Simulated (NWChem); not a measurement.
# Atomisation of HO2

```xyz
3

O      0.5033    -0.3382     0.0000
O     -0.6523     0.2932     0.0000
H      1.1922     0.3603     0.0000
```
Charge 0, spin multiplicity 2.

The numbers come from NWChem runs, not from measurements. All single points use one geometry, from UB3LYP/def2-SVP, a minimum by its harmonic frequencies.

Basis set: def2-TZVP. The atomisation energy is electronic alone: no zero-point, thermal, spin-orbit or counterpoise terms. No value is extrapolated to the basis-set limit. Free atoms are single determinants with multiplicities O 3, H 2.

B3LYP has NWChem's definition, with VWN1-RPA local correlation. The structure started from a generated list of species. The unpaired electrons of the parent sit in orbitals of symmetry a" (Cs labels of the run); other states weren't searched. The stability of the SCF solutions was not checked. Open-shell Hartree-Fock references start from PBE0 orbitals.

Problem. Order these methods by the atomisation energy they give, lowest first: PBE, LDA (SVWN5), M06-2X, HF, TPSS.

Solution. HF (70.3 kcal/mol), M06-2X (174.1 kcal/mol), TPSS (179.4 kcal/mol), PBE (193.8 kcal/mol), LDA (SVWN5) (234.4 kcal/mol)
